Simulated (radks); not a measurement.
Polarisability of neutral phosphorus, [Ne] 3s2 3p3, at imaginary frequency. All-electron calculation, non-relativistic Kohn-Sham, LDA (Slater exchange, VWN5 correlation), spin-polarised, spherical densities, point nucleus; open shells are filled with parallel spins first. Program: a radial shooting solver on a logarithmic mesh with Libxc functionals. Response by self-consistent Sternheimer equations with the Hartree and adiabatic LDA kernel.

| w (hartree) | alpha1(iw) (bohr^3) |
|---|---|
| 0.00266 | 27.88 |
| 0.0143 | 27.83 |
| 0.0360 | 27.54 |
| 0.0697 | 26.64 |
| 0.118 | 24.67 |
| 0.186 | 21.32 |
| 0.280 | 16.83 |
| 0.413 | 11.98 |
| 0.605 | 7.641 |
| 0.892 | 4.371 |
| 1.35 | 2.254 |
| 2.12 | 1.051 |
| 3.59 | 0.4413 |
| 6.94 | 0.1572 |
| 17.5 | 0.03473 |

Static values: alpha1 = 27.89 bohr^3 (4.132 angstrom^3; uncoupled 41.93). C6 = 207.7, triple-dipole C9 = 4212 atomic units. One-pole (London) frequency 4 C6 / (3 alpha1^2) = 0.356 hartree, against 0.231 for minus the highest occupied eigenvalue. The dipole shielding factor is 1.000, as the force sum rule N/Z = 1.000 demands. Recommended static value: 25 bohr^3 (Schwerdtfeger and Nagle, 2023 table).
